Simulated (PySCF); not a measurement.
## Bond curve of BiH

Set-up: Bi cc-pVTZ-PP with ECP60, H cc-pVTZ; scalar-relativistic core potentials (PySCF 2.14). Energies in eV from Bi + H in their ground configurations at the same level. State: ³Σ⁻ (triplet), unpaired electrons π ↑↑.

All columns are PBE0. A positive dipole means Bi(−)H(+).

| R (Å) | E (eV) | μ (D) | Mulliken charge on Bi (basis-dependent) | HOMO (eV) | LUMO (eV) | Mayer bond order | ⟨S²⟩ |
| --- | --- | --- | --- | --- | --- | --- | --- |
| 1.549 | -1.823 | -0.06 | 0.02 | -6.11 | -2.67 | 1.00 | 2.00 |
| 1.621 | -2.116 | -0.24 | 0.04 | -6.11 | -2.67 | 0.99 | 2.00 |
| 1.693 | -2.282 | -0.42 | 0.06 | -6.12 | -2.67 | 0.99 | 2.01 |
| 1.747 | -2.344 | -0.55 | 0.07 | -6.13 | -2.68 | 0.99 | 2.01 |
| 1.801 | -2.361 | -0.69 | 0.08 | -6.14 | -2.69 | 0.98 | 2.01 |
| 1.855 | -2.344 | -0.81 | 0.09 | -6.16 | -2.70 | 0.98 | 2.01 |
| 1.927 | -2.277 | -0.98 | 0.10 | -6.18 | -2.71 | 0.98 | 2.01 |
| 2.017 | -2.144 | -1.18 | 0.11 | -6.21 | -2.74 | 0.97 | 2.01 |
| 2.125 | -1.934 | -1.41 | 0.12 | -6.26 | -2.76 | 0.96 | 2.02 |
| 2.269 | -1.610 | -1.68 | 0.13 | -6.32 | -2.80 | 0.94 | 2.04 |

A fit through these points gives, at Re = 1.799 Å, μ = -0.68 D and dμ/dR = -2.39 D/Å; the reduced mass is 1.003 u.

Problem. How strong is the fundamental in the double-harmonic approximation, I = 42.26·(dμ/dR)²/μred km/mol?

Solution. I = 42.26·(-2.39)²/1.003 = 241 km/mol at PBE0.

Spin–orbit coupling is left out, which matters for elements this heavy, above all for dissociation energies. The state is the lowest determinant that a PBE0 search found; another state may lie lower at other levels.
